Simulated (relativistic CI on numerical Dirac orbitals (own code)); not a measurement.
# Hyperfine structure of Pt LIX, mass number 195

Calculated at this level of theory: Dirac-Coulomb-Breit CI, KLI orbitals optimised for each configuration, model QED (radiative potential, 1s self-energy scaled to tabulated hydrogen-like ionisation energies), unscaled Slater integrals (own radial code, finite nucleus).

CI space (outside the closed core [Ne]): 3s2 3p6 3d2, 3s2 3p5 3d3, 3s 3p6 3d3, 3s2 3p6 3d 4s, 3s2 3p6 3d 4p, 3s2 3p6 3d 4d, 3s2 3p5 3d2 4s, 3s2 3p6 3d 4f, 3s2 3p5 3d2 4p, 3s2 3p5 3d2 4d, 3p6 3d4, 3p5 3d5, 3p5 3d4 4s, 3p6 3d3 4s, 3p5 3d3 4s2. Double excitations out of closed p, d and f shells are left out; levels of such configurations are missing from the list, as are those of other unlisted configurations, and high levels can miss mixing partners. These lack a partner that the ground configuration has and come out too high: 3s2 3p5 3d2 4p, 3s2 3p5 3d2 4d.

Nuclear spin I = 1/2, μ = 0.6073 μN (tables of Stone and Pyykkö). The electronic factors are computed for point nuclear moments, without core polarisation or the Bohr-Weisskopf and QED corrections.

```
           Level  E (cm⁻¹)  A (GHz)
3s2 3p6 3d2 3F_2         0    161.2
3s2 3p6 3d2 3F_3    751902    91.07
3s2 3p6 3d2 1G_4    873679    97.89
3s2 3p6 3d2 3P_1    888534    -9.82
3s2 3p6 3d2 3F_4   1575506    63.78
```

Levels with J = 0, under 50 % of one LS term, or S terms without an open s electron are left out. Small factors come from cancelling terms and can be off by tens of per cent or more.

At this charge energies of transitions that change n are usually good to better than 1 %, and those within a shell (Δn = 0) to a few per cent.

(1) Give the hyperfine levels of 3s2 3p6 3d2 3F_2 relative to its centre of gravity.

Results:

(1) With K = F(F + 1) − I(I + 1) − J(J + 1), E = AK/2: F = 3/2: -241.8, F = 5/2: 161.2 GHz.

LS names give the leading component of a level, which can be under half, so a name can repeat, a term be missing and a line seem to break the LS rules.
